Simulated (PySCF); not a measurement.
Run record: geometry optimisation, `C[Se]C`.

Method: PBE0-D3(BJ)/def2-SVP geometry optimisation, gas phase (PySCF 2.14.0). Start geometry: GFN2-xTB. The input is one job of a driver script: a line of settings, then coordinates in Å.

Input:
```
{"job": {"xc": "PBE0", "basis": "def2-SVP", "d3": "d3bj", "grid": 1, "maxiter": 30, "shake": 0.01, "kind": "geom"}, "charge": 0, "multiplicity": 1}
C      1.393720     0.375040     0.350790
Se     0.082240     0.590430    -1.112080
C     -1.390080    -0.396100    -0.276720
H      1.605100    -0.653670     0.507230
H      2.283670     0.901490     0.039060
H      0.963140     0.861860     1.243900
H     -1.036610    -1.416350    -0.076480
H     -2.194420    -0.385620    -0.961780
H     -1.648950     0.105760     0.679580
```

Give the output.

```
step   0  E = -2480.63534775  max force = 0.035022
step   1  E = -2480.63839772  max force = 0.010460
step   2  E = -2480.63888298  max force = 0.002522
step   3  E = -2480.63895451  max force = 0.001012
step   4  E = -2480.63899040  max force = 0.000976
step   5  E = -2480.63902204  max force = 0.001119
step   6  E = -2480.63902692  max force = 0.000515
step   7  E = -2480.63902748  max force = 0.000053
optimisation converged
```

Energies in Eh; «max force» is the largest Cartesian gradient component in Eh/bohr.

How much energy does the optimisation release, in kJ/mol?

E(step 0) − E(last step) = 0.003680 Eh, which is 9.7 kJ/mol.

Give the first gradient maximum in eV/Å.

With 1 Eh/bohr = 51.422 eV/Å, 1.801 eV/Å.

Summary of the converged run: final energy -2480.63903 Eh after 7 steps; dipole 1.45 D.

Give the final coordinates.

0.025 Å rms from the input after alignment:
```
atom  x, y, z in Å
C1     1.2031    0.5944    0.6111
Se2    0.2062    0.6599   -1.0522
C3    -1.1880   -0.5886   -0.5405
H4     1.5736   -0.4221    0.8048
H5     2.0605    1.2724    0.5016
H6     0.5828    0.9361    1.4516
H7    -0.7634   -1.5770   -0.3148
H8    -1.8707   -0.6804   -1.3963
H9    -1.7499   -0.2128    0.3261
```

On an AMD EPYC 7R43 with one thread, shared host with 256 logical CPUs at a one-minute load of 103, this took 25 s wall and 0.39 GiB of memory at its peak.
Labels such as C1 count atoms from 1, the log's own numbers from 0.
